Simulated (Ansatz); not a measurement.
C$_{2}$H$_{4}$BrSi (`C=C[SiH]Br`) radical. The species carries charge 0 and has multiplicity 2.

Z-matrix (Å, degrees):
```
C
C 1 1.335
H 1 1.086 2 121.6
H 1 1.086 2 121.8 3 179.3
Si 2 1.839 1 125.5 3 3.7
H 2 1.090 1 118.7 3 179.5
Br 5 2.222 2 111.5 1 -15.7
H 5 1.488 2 112.3 1 -138.2
```

**Question.** What are the harmonic wavenumbers in cm⁻¹ at PBE0-D4/def2-TZVP (Ansatz, finite differences of forces, unscaled)? (Best estimate.)

**Answer.** Computed: 115, 147, 345, 408, 454, 618, 669, 761, 987, 1004, 1019, 1281, 1426, 1626, 2202, 3131, 3144, 3228.

**Question.** Is this a minimum?

**Answer.** Yes, all 18 modes are real.

**Question.** Give the ideal-gas thermochemistry at 298.15 K and 1 bar (rigid rotor, harmonic oscillator; point group C1, symmetry number 1).

**Answer.** Zero-point energy 135.0 kJ/mol; H(298) − E = 152.2 kJ/mol; entropy 331.5 J/(mol·K), of which translation 170.1, rotation 113.2, vibration 42.4, electronic 5.8; G(298) − E = 53.3 kJ/mol.
